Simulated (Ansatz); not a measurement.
Correlation energies of `[SiH3][CH2][GaH2]` by basis set

Z-matrix (Å, degrees):
```
Si
C 1 1.867
H 1 1.490 2 110.5
H 1 1.489 2 112.2 3 120.5
H 1 1.490 2 110.5 3 -118.9
Ga 2 1.967 1 112.9 3 59.5
H 2 1.094 1 108.2 3 -179.2
H 2 1.094 1 108.2 3 -61.6
H 6 1.571 2 119.7 1 -89.4
H 6 1.571 2 119.7 1 89.8
```

The species carries charge 0 and has multiplicity 1. Correlated methods include outer-core shells of Ga, which these sets cover unevenly. Scalar relativity is left out up to krypton. Geometry: relaxed with PBE0-D4/def2-TZVP. Frozen core, restricted reference, the Gaussian-basis code of Ansatz.

```csv
basis,HF (Eh),MP2 corr.,CCSD corr.,(T),CCSD(T) total
def2-SVP,-2253.73822,-0.46866,?,?,?
def2-TZVPP,-2254.13428,?,-0.58392,-0.02163,?
def2-QZVPP,?,-0.81265,–,–,–
```

**Question.** Fill in the withheld values. (An estimate is asked.)

**Answer.** The calculation gave: def2-SVP CCSD corr.: -0.50625; def2-SVP (T): -0.01507; def2-SVP CCSD(T) total: -2254.25954; def2-TZVPP MP2 corr.: -0.54479; def2-TZVPP CCSD(T) total: -2254.73983; def2-QZVPP HF (Eh): -2254.18601.
